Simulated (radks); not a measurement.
Excited configurations of Pm+: one electron is placed in a higher orbital outside [Xe] 4f5. The ground configuration is [Xe] 4f5 6s1. Method: scalar-relativistic Kohn-Sham, r2SCAN, spin-unpolarised, spherical densities, finite nucleus; meta-GGA in the generalised Kohn-Sham scheme; Fermi nuclear charge, rms radius 4.962 fm; computed with a radial shooting solver on a logarithmic mesh with Libxc functionals. Excitation = E - E(ground); binding = E(ion) - E, where the ion is the core of charge +2; n* = 2/sqrt(2 binding) in atomic units, and the quantum defect is n - n*.

outer orbital  excitation (eV)  binding (eV)  quantum defect  <r> (bohr)
5d                       1.159         9.270           2.577       3.005
5f                       7.112         3.317           0.950       9.111
6p                       2.918         7.511           3.308       5.117
6d                       5.974         4.455           2.505       7.849
6f                       8.226         2.203           1.030       15.70
7s                       5.342         5.087           3.729       8.239
7p                       6.428         4.001           3.312       9.940
7f                       8.871         1.558           1.089       23.75

The Delta-SCF ionisation energy is 10.429 eV (NIST Atomic Spectra Database: 10.94 eV, semi-empirical). Self-interaction in the functional shifts the binding energies and quantum defects, so they are the method's values and not measured ones. Spin polarisation and multiplet splitting are left out, so open shells lie too high by an amount that depends on their filling. Spin-orbit splitting is averaged out at the scalar-relativistic level.

Beside tabulated values, note that spin-unpolarised runs miss the spin-polarisation part of the exchange energy of open shells.
